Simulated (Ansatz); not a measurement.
# Telling isomers of CH5OSn+ apart by their spectra

These gas-phase data were calculated for one isomer of CH5OSn+ at PBE0-D3(BJ)/def2-SVP (harmonic, unscaled wavenumbers; equilibrium rotational constants with average atomic masses):

```
rotational constants            : 7.275, 5.464, 3.184 GHz
all wavenumbers above 1500 cm⁻¹ : 3883, 3787, 3167, 3147, 3039, 1611
```

Candidates:

(1) `C[OH+][SnH]`, a singlet
(2) `[CH3][Sn][OH2+]`, a singlet

**Question.** Assign the data to one candidate and say why.

**Answer.** Candidate (2). No mode falls between 1650 and 2000 cm⁻¹, where the Sn–H stretch of (1) would stand.

The same quantities for all candidates:

```tsv
	rotational constants (GHz)	wavenumbers above 1500 cm⁻¹	E above the lowest, PBE0-D3(BJ)/def2-SVP (kcal/mol)
(1)	36.24, 2.438, 2.319	3811, 3230, 3210, 3088, 1806	18.2
(2)	7.275, 5.464, 3.184	3883, 3787, 3167, 3147, 3039, 1611	0.0
```

Each candidate is one conformer. Atoms past krypton carry core potentials. Programs: Ansatz 0.2.0.
